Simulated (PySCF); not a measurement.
Be₂F₂, SMILES [F][Be][Be][F]. Atoms are numbered in the order given.

```xyz
4

F      0.0000     0.0000    -2.3970
Be     0.0000     0.0000    -1.0262
Be     0.0000     0.0000     1.0262
F      0.0000     0.0000     2.3970
```
Charge 0, spin multiplicity 1.

Geometry optimised at PBE0-D3(BJ)/def2-TZVP. The values are those of a single conformer.

Level of theory: PBE/def2-TZVPD (PySCF).

Isolated molecule, no solvent.

Computed frontier levels, gap, dipole moment and polarisability:
The highest occupied level is -7.17 eV. The lowest empty level is -2.29 eV, the orbital gap is 4.88 eV and the dipole moment comes out as 0.00 D. The quadrupole, principal values (traceless, Buckingham form, about the centre of nuclear charge) is -13.72, 6.86, 6.86 D·Å and the mean static polarisability comes out as 37.0 bohr³ (5.49 Å³). The polarisability, principal values is 35.0, 35.0, 41.1 bohr³.
